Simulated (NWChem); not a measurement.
**Polarisability of H2B (+1)**

```xyz
3

B      0.0000     0.0000     0.0000
H      0.0000     0.0000    -1.1927
H      0.0000     0.0000     1.1927
```
Charge +1, spin multiplicity 1.

The numbers come from NWChem runs, not from measurements. All single points use one geometry, from B3LYP/def2-SVP, a minimum by its harmonic frequencies.

Basis set: aug-cc-pVDZ. The field's frequency is 0.0773 Ha (589 nm).

```tsv
method	isotropic polarisability (bohr³)	difference from CCSD linear response
LDA (SVWN5)	10.35	+0.57
HF	9.66	-0.12
PBE	10.19	+0.41
B3LYP	10.01	+0.23
CCSD linear response	9.78	0.00
```

The values span 0.69 bohr³, from HF (lowest) to LDA (SVWN5) (highest). 

The correlated methods keep 1 core orbital frozen. B3LYP has NWChem's definition, with VWN1-RPA local correlation. The spin multiplicity of the parent species was assumed, not shown to be that of its ground state. The structure started from a generated list of species. Differences from the coupled-cluster row are differences between methods, not errors against experiment.
